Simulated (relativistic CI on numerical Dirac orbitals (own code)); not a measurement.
Spin-allowed bands of a d8 ion in an octahedral site, by hand

Problem. Take Δ = 7200 cm⁻¹ and B = 410 cm⁻¹ for a d8 ion in an octahedral site. Calculate the three spin-allowed bands.

Working.
1. The terms of highest spin are 3F (energy 0) and 3P (15B = 6150 cm⁻¹). Here the F term splits into A2 at −1.2Δ = -8640, T2 at −0.2Δ = -1440 and T1 at +0.6Δ = 4320 cm⁻¹.
2. The two T1 states mix through the element 0.4Δ: H = [[4320, 2880], [2880, 6150]], with roots ½(H₁₁ + H₂₂) ∓ ½√[(H₂₂ − H₁₁)² + 4H₁₂²] = ½(10470) ∓ ½(6044) = 2213 and 8257 cm⁻¹.
3. The ground term is 3A2 at -8640 cm⁻¹.
4. Bands: 3T2 7200 cm⁻¹ (1389 nm), 3T1(F) 10853 cm⁻¹ (921 nm), 3T1(P) 16897 cm⁻¹ (592 nm).

Check. Exact diagonalisation of the whole d8 shell with these parameters gives 3T2 7200, 3T1 10853, 3T1 16897 cm⁻¹. The match is exact, since without spin-orbit coupling no other term has this spin. The ratio of the second band to the first, 1.507, depends on Δ/B = 17.6 alone, which is how a Tanabe-Sugano diagram is read.
